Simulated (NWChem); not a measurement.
# C₃H₆Si; SMILES [SiH3]C=C=C

Results from NWChem. Pople sets run with spherical d functions. The geometry was optimised at B3LYP/6-31G* (spherical d). Level: PBE0/6-31G* with SMD (1 M gas to 1 M solution), gas-phase geometry. Reactions with the solvent are ignored.

Task: Estimate the computed values for solvent dimethyl sulfoxide. Quantities: solvation free energy (kcal/mol); cavity-dispersion-structure term (kcal/mol); dipole in solution (D).

Result: 
```json
{
 "solvation free energy (kcal/mol)": "-0.3",
 "cavity-dispersion-structure term (kcal/mol)": "2.1",
 "dipole in solution (D)": "0.79"
}
```
